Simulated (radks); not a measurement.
Results of a calculation; reference values are marked as such.
Problem. Excited configurations of Sc: one electron is placed in a higher orbital outside [Ar] 3d1 4s1. The ground configuration is [Ar] 3d1 4s2. Code: a radial shooting solver on a logarithmic mesh with Libxc functionals. Model: scalar-relativistic Kohn-Sham, PBE, spin-polarised, spherical densities, point nucleus; open shells are filled with parallel spins first. Excitation = E - E(ground); binding = E(ion) - E, where the ion is the core of charge +1; n* = 1/sqrt(2 binding) in atomic units, and the quantum defect is n - n*.

outer orbital  excitation (eV)  binding (eV)     n*  quantum defect  eigenvalue (eV)  <r> (bohr)
4d                       4.741         1.720  2.812           1.188           -0.787       9.706
4f                       5.484         0.977  3.733           0.267           -0.473       16.35
5p                       4.620         1.841  2.719           2.281           -1.094       11.30
5d                       5.361         1.100  3.517           1.483           -0.634       18.12
6s                       5.120         1.341  3.185           2.815           -0.847       17.07
6p                       5.382         1.079  3.552           2.448           -0.679       20.39
6d                       5.727         0.734  4.305           1.695           -0.468       29.11
7s                       5.610         0.850  4.000           3.000           -0.566       27.28

Estimate the row for 4p.

Solution. excitation (eV) 1.966; binding (eV) 4.495; n* 1.740; quantum defect 2.260; eigenvalue (eV) -2.363; <r> (bohr) 4.634. The Delta-SCF ionisation energy is 6.461 eV (NIST Atomic Spectra Database: 6.561 eV, measured). Self-interaction in the functional shifts the binding energies and quantum defects, so they are the method's values and not measured ones. Open shells are spherical and high-spin; term and fine-structure splittings are not resolved.
